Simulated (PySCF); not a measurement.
**From computed data to an observable: chemical shift, span and skew from a shielding tensor**

Si(F)2(H)(NHMe) (CH₅F₂NSi), SMILES F[SiH](NC)F. Atoms are numbered in the order given.

```xyz
10

Si     0.5054    -0.1934    -0.0662
F      1.4962     0.2502     1.1282
F      0.9989     0.6924    -1.3274
N     -1.0867     0.1081     0.4285
C     -2.2637    -0.5808    -0.0486
H      0.6843    -1.6118    -0.4330
H     -1.2729     0.9298     0.9933
H     -1.9710    -1.5058    -0.5692
H     -2.8589     0.0177    -0.7611
H     -2.9256    -0.8780     0.7818
```
Charge 0, spin multiplicity 1.

Geometry optimised at PBE0-D3(BJ)/def2-SVP. The structure was generated by enumeration, and PubChem lists no compound with its InChIKey, so it may never have been made. Other conformers were not sampled.

GIAO shieldings from PySCF with PBE/pcSseg-1, non-relativistic, no solvent. The symmetric part of the tensor of N4 has the principal values 185.4, 203.5, 271.9 ppm. The same nucleus in NH3 has σ = 267.0 ppm at this level (PySCF, at its B3LYP-D3(BJ)/def2-TZVP geometry).

Work out the isotropic shielding, the ¹⁵N shift against NH3, the span and the skew.


σ(iso) = (σ11 + σ22 + σ33)/3 = 220.3 ppm. δ = σ(ref) − σ(iso) = 267.0 − (220.3) = 46.7 ppm.
Span Ω = σ33 − σ11 = 86.5 ppm. Skew κ = 3(σ(iso) − σ22)/Ω = 0.58. Tumbling in solution averages the tensor to δ; in a static solid the shielding alone would spread this spin-1/2 line over Ω.
